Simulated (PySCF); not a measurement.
## Bonding in `[Cl][Al-]1([Cl])[Cl+][Al-]([Cl])([Cl])[Cl+]1`

Al2Cl6.
Numbering: `[Cl:1][Al-:2]1([Cl:3])[Cl+:4][Al-:5]([Cl:6])([Cl:7])[Cl+:8]1`

Structure used (PBE0-D3(BJ)/def2-TZVP), in Å, numbered top down from 1:
```
atom  x, y, z in Å
Cl1    1.839    2.599   -0.163
Al2    1.430    0.609    0.257
Cl3    2.936   -0.789    0.544
Cl4   -0.076    0.470    1.940
Al5   -1.579   -0.334    0.447
Cl6   -1.983   -2.326    0.866
Cl7   -3.083    1.065    0.158
Cl8   -0.072   -0.193   -1.237
```

Bond orders from the PBE0/pcSseg-2 density (PySCF). Isolated species at its PBE0-D3(BJ)/def2-TZVP geometry, gas phase.

**Question.** How far do the computed orders between heavy atoms stray from the drawn ones?

**Answer.** The largest departure is 0.401, at Cl4–Al5 (drawn single, 0.599), Cl8–Al2 (drawn single, 0.600) and Al5–Cl8 (drawn single, 0.602). Drawn single, order below 0.88: Al2–Cl4 (0.603), Cl4–Al5 (0.599), Al5–Cl8 (0.602) and Cl8–Al2 (0.600). The SMILES, with its formal charges, is one Lewis structure only.

**Question.** Set the Mayer orders of the bonds beside their lengths.

**Answer.** 
| bond | drawn as | length (Å) | Mayer order |
| --- | --- | --- | --- |
| Cl1–Al2 | single | 2.075 | 1.067 |
| Al2–Cl3 | single | 2.075 | 1.067 |
| Al2–Cl4 | single | 2.263 | 0.603 |
| Cl4–Al5 | single | 2.266 | 0.599 |
| Al5–Cl6 | single | 2.075 | 1.068 |
| Al5–Cl7 | single | 2.074 | 1.067 |
| Al5–Cl8 | single | 2.264 | 0.602 |
| Cl8–Al2 | single | 2.265 | 0.600 |

By pair of heavy elements: Al–Cl: lowest Cl4–Al5, Cl8–Al2 and Al5–Cl8 (0.599, 2.266 Å), highest Al5–Cl6, Cl1–Al2, Al2–Cl3 and 1 more (1.068, 2.075 Å). Bonds named together lie within 0.004.

**Question.** Sum the orders of all bonds at each heavy atom with more than one neighbour and set the sums beside the valence in the SMILES.

**Answer.** Al2 3.337 (drawn 4), Cl4 1.202 (drawn 2), Al5 3.336 (drawn 4), Cl8 1.202 (drawn 2). Orders between atoms that aren't bonded are not in these sums.

The Mayer order sums products of elements of PS (density times overlap matrix) between the two atoms' basis functions, so it depends on the basis set.
